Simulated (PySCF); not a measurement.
FeO₄, SMILES [O]=[Fe]1(=[O])[O][O]1, multiplicity 1.

Geometry optimised at TPSSh-D3(BJ)/def2-SVP. The multiplicity is an assumed one; other spin states were not compared.

Method: M06-2X/def2-TZVP run with PySCF.

Symmetry labels are those of the subgroup C2v that the program uses (full group C2v).

Computed valence orbital energies around the gap with their symmetry:
| orbital | symmetry | energy (eV) |
|---|---|---|
| HOMO−7 | A2 | -15.15 |
| HOMO−6 | B2 | -15.06 |
| HOMO−5 | A1 | -14.55 |
| HOMO−4 | B1 | -14.48 |
| HOMO−3 | B2 | -12.31 |
| HOMO−2 | A1 | -12.25 |
| HOMO−1 | B1 | -11.99 |
| HOMO | A2 | -10.50 |
| LUMO | A2 | -4.46 |
| LUMO+1 | A1 | -3.41 |
| LUMO+2 | B1 | -3.25 |
| LUMO+3 | B2 | -3.01 |
